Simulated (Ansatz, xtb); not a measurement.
## Two isomers of C4H4BClSe

We compare I, `Bc1ccc(Cl)[se]1`, a singlet, with II, `Bc1cc(Cl)c[se]1`, a singlet. Both are isolated molecules in the gas phase, relaxed with B3LYP/def2-SVP; the shapes shown needn't be the lowest conformers.

I (Å):

```xyz
11

C    -0.4108    0.1364   -0.9933
C     0.9405   -0.1651   -0.8571
C     1.3520   -0.7585    0.3607
C     0.3202   -0.9546    1.2570
B    -1.1211    0.7702   -2.1760
Cl    0.4863   -1.6517    2.8230
Se   -1.3253   -0.3745    0.5907
H    -0.4725    1.0714   -3.1496
H    -2.3099    0.9778   -2.1629
H     1.6435    0.0531   -1.6655
H     2.3814   -1.0406    0.5875
```

II (Å):

```xyz
11

C    -0.4370    0.1206   -0.9541
C     0.9125   -0.1716   -0.8135
C     1.2857   -0.7765    0.4160
C     0.2553   -0.9922    1.3056
B    -1.1481    0.7624   -2.1372
Cl    2.9354   -1.2131    0.7679
Se   -1.3623   -0.4111    0.6129
H    -0.5029    1.0789   -3.1071
H    -2.3387    0.9576   -2.1193
H     1.6394    0.0496   -1.5977
H     0.3462   -1.4426    2.2932
```

Estimate E(II) − E(I) at the level CCSD(T)/def2-SVP + ΔMP2/def2-TZVPP.

Too close to call at this level: CCSD(T)/def2-SVP + ΔMP2/def2-TZVPP gives E(II) − E(I) = −5.42 kJ/mol.

How the difference moves with the method:

```json
{"level": "GFN2-xTB", "geometry": "GFN2-xTB", "E(II) − E(I) (kJ/mol)": "−7.37", "departure from the last row (kJ/mol)": "−1.95", "job, with rough time for the two": "optimisation, 0.61 s"}
{"level": "HF/STO-3G", "geometry": "GFN2-xTB", "E(II) − E(I) (kJ/mol)": "−8.40", "departure from the last row (kJ/mol)": "−2.98", "job, with rough time for the two": "single point, 2.5 s"}
{"level": "r2SCAN-D4/def2-SVP", "geometry": "GFN2-xTB", "E(II) − E(I) (kJ/mol)": "−2.46", "departure from the last row (kJ/mol)": "+2.96", "job, with rough time for the two": "single point, 14 s"}
{"level": "B3LYP/def2-SVP", "geometry": "B3LYP/def2-SVP", "E(II) − E(I) (kJ/mol)": "−2.85", "departure from the last row (kJ/mol)": "+2.57", "job, with rough time for the two": "optimisation, 2.1 min"}
{"level": "HF/def2-SVP", "geometry": "B3LYP/def2-SVP", "E(II) − E(I) (kJ/mol)": "−7.31", "departure from the last row (kJ/mol)": "−1.88", "job, with rough time for the two": "part of the CCSD(T) run"}
{"level": "MP2/def2-SVP", "geometry": "B3LYP/def2-SVP", "E(II) − E(I) (kJ/mol)": "−4.06", "departure from the last row (kJ/mol)": "+1.36", "job, with rough time for the two": "part of the CCSD(T) run"}
{"level": "CCSD(T)/def2-SVP", "geometry": "B3LYP/def2-SVP", "E(II) − E(I) (kJ/mol)": "−4.85", "departure from the last row (kJ/mol)": "+0.57", "job, with rough time for the two": "single point"}
{"level": "CCSD(T)/def2-SVP + ΔMP2/def2-TZVPP", "geometry": "B3LYP/def2-SVP", "E(II) − E(I) (kJ/mol)": "−5.42", "departure from the last row (kJ/mol)": "", "job, with rough time for the two": "single point, 4.6 min"}
```

As drawn, both hold the same kinds of bond in the same numbers.

The largest departure from CCSD(T)/def2-SVP + ΔMP2/def2-TZVPP is that of HF/STO-3G, 2.98 kJ/mol. The last row adds to CCSD(T) the change of the MP2 difference between the two basis sets, here −0.57 kJ/mol.

With thermal terms from frequencies at re-optimised GFN2-xTB minima (ideal gas, soft modes damped towards free rotors, one conformer each, 298.15 K, 1 atm): on the last row, ΔE + ΔZPE = −6.00, ΔH = −6.10, ΔG = −6.00 kJ/mol.

The correlated steps freeze 19 core orbitals; the filled d shell of Se is correlated, in a basis made for valence electrons. Run with Ansatz 0.2.0, xtb 6.7.1; the last row on 2 threads of AMD EPYC (Zen 3) on a shared host.
